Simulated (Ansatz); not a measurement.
Reaction (atomization): `FBr` → Br• + F•

Program: Ansatz. Geometries: PBE0-D4/def2-TZVP. ΔE: electronic, gas phase. CCSD(T)/CBS is the MP2 limit (def2-TZVPP, def2-QZVPP) plus CCSD(T) − MP2 in def2-TZVPP, frozen cores. This one scheme is used for every species, atoms too. Functionals use def2-TZVPP. Open shells (•) are unrestricted, without spin–orbit coupling. Spin–orbit coupling would lower the free atoms: a little for F; clearly for Br. Bonds to Br are less sure, by a few kJ/mol each and by 10 to 20 or more in all where they break to atoms, as the def2 sets lack core-valence functions. Scalar relativity is left out up to krypton.

| level | ΔE (kcal/mol) |
| --- | --- |
| r2SCAN | 62.6 |
| PBE0 | 60.6 |
| LC-ωPBE | 60.7 |
| CCSD/def2-QZVPP | 56.4 |

Problem. What does CCSD(T)/CBS give? (An estimate is asked.)

Solution. Computed: +63.8 kcal/mol. The listed levels differ from it by -1.2, -3.2, -3.1, -7.4 kcal/mol.

Largest T1 diagnostic among the species: 0.010.

At CCSD(T), def2-SVP lies −16.2 kcal/mol from the extrapolated value and def2-TZVPP −6.1 kcal/mol: correlation converges slowly with the basis, and small sets miss more of it in the bonded molecule than in its fragments. In def2-TZVPP, CCSD(T) changes the Hartree–Fock value by +47.8 kcal/mol (the triples alone add +4.5 kcal/mol) and MP2 by +53.9 kcal/mol; breaking electron pairs costs correlation energy, which Hartree–Fock lacks.

For atomizations the MP2-based limit and the directly extrapolated one differ by several kJ/mol either way, and by 10 to 25 for some Ge, Se and Sn compounds, so smaller differences from it don't rank the levels.
